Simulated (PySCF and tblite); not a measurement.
Results of a calculation; reference values are marked as such.
System: C8H9B, numbered as in [BH2:1][C:2]1=[CH:3][CH:4]=[CH:5][CH:6]=[CH:7][C:8]1=[CH2:9].

The path came from a restrained scan, a climbing-image band and a saddle search at GFN2-xTB; energies are PBE0/pcSseg-1 + D3(BJ), IEF-PCM water//GFN2-xTB, thermal terms GFN2-xTB. Rate constants are transition-state-theory values, counting equivalent paths, without tunnelling. Run with tblite and PySCF.

Q: What barrier does the inversion of the 7-membered ring (2–3–4–5–6–7–8) meet, and how fast is it at 298 K?

A: The electronic barrier is 4.8 kcal/mol and ΔG‡(298 K) 5.4 kcal/mol, over a C1 saddle with an imaginary mode of 92i cm⁻¹ (GFN2-xTB). With 2 equivalent paths, k is 1.4×10⁹ s⁻¹, a mean lifetime of the start of 720 ps against this motion.
